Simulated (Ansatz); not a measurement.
Cost and result for the atomization energy of CH₂BBrO₂ (`OB1OC1Br`) (7 atoms, 7 bonds).

Z-matrix (Å, degrees):
```
C
Br 1 1.917
B 1 1.498 2 121.9
O 1 1.478 2 114.9 3 61.5
H 1 1.083 2 109.5 3 -169.6
O 3 1.332 1 156.4 2 -78.4
H 6 0.963 3 114.2 1 175.5
```

Total charge 0; spin multiplicity 1. Correlated methods include outer-core shells of Br, which these sets cover unevenly. Scalar relativity is left out up to krypton. Geometry: relaxed with PBE0-D4/def2-TZVP. It is one conformer, not always the lowest. Program: Ansatz. All runs use 4 threads of an Arm Neoverse V1 on a shared host. Times are those of one run each, without the atoms' runs, and a repeat can differ threefold. Electronic energies, without spin–orbit coupling; frozen cores. CCSD(T)/CBS adds CCSD(T) − MP2 in def2-TZVPP to the MP2 limit, and its time is that of the two runs behind it. T1 = 0.012. With those shells the extrapolation isn't a true limit. B3LYP takes the VWN-RPA correlation (the form of Gaussian; ORCA's B3LYP/G). HSE06 is the plane-wave form, built on full-range PBE exchange.

CCSD(T)/CBS is a level of theory with its own doubt, some kJ/mol a heavy atom from the limit and from the frozen cores, so smaller differences don't rank the functionals.

| level | functions | wall time | atomization (kcal/mol) | difference from CCSD(T)/CBS | per bond |
| --- | --- | --- | --- | --- | --- |
| revPBE-D4/def2-TZVPP | 200 | 1.6 s | 684.9 | 6.6 | 0.9 |
| PBE-D4/def2-TZVPP (with forces) | 200 | 2 s | 710.2 | 31.9 | 4.6 |
| PBE0-D4/def2-TZVPP | 200 | 2.7 s | 685.1 | 6.8 | 1.0 |
| HSE06-D4/def2-TZVPP | 200 | 2.9 s | 686.0 | 7.7 | 1.1 |
| BHLYP-D4/def2-TZVPP | 200 | 3 s | 642.3 | -36.0 | -5.1 |
| B3LYP-D4/def2-TZVPP (with forces) | 200 | 4 s | 676.3 | -2.0 | -0.3 |
| r2SCAN-D4/def2-TZVPP (with forces) | 200 | 4.2 s | 687.7 | 9.4 | 1.3 |
| PBE-QIDH/def2-TZVPP | 200 | 4.7 s | 677.0 | -1.3 | -0.2 |
| CCSD(T)/def2-SVP | 98 | 6 s | 640.0 | -38.3 | -5.5 |
| ωB97M-V/def2-TZVPP (with forces) | 200 | 10 s | 681.8 | 3.5 | 0.5 |
| MP2/def2-QZVPP | 377 | 16 s | 700.8 | 22.5 | 3.2 |
| CCSD(T)/def2-TZVPP | 200 | 110 s | 657.3 | -21.0 | -3.0 |
| CCSD(T)/CBS(def2) | – | 2.1 min | 678.3 | 0.0 | 0.0 |

From PBE to PBE0 (25 % exact exchange), in def2-TZVPP and without D4, the atomization energy moves by −24.5 kcal/mol: exact exchange takes away binding that semilocal exchange gives to molecules. At CCSD(T), def2-SVP lies −38.3 kcal/mol from the extrapolated value and def2-TZVPP −21.0 kcal/mol: correlation converges slowly with the basis, and small sets miss more of it in the bonded molecule than in its fragments. In def2-TZVPP, CCSD(T) changes the Hartree–Fock value by +195.4 kcal/mol (the triples alone add +16.0 kcal/mol) and MP2 by +226.5 kcal/mol; breaking electron pairs costs correlation energy, which Hartree–Fock lacks.
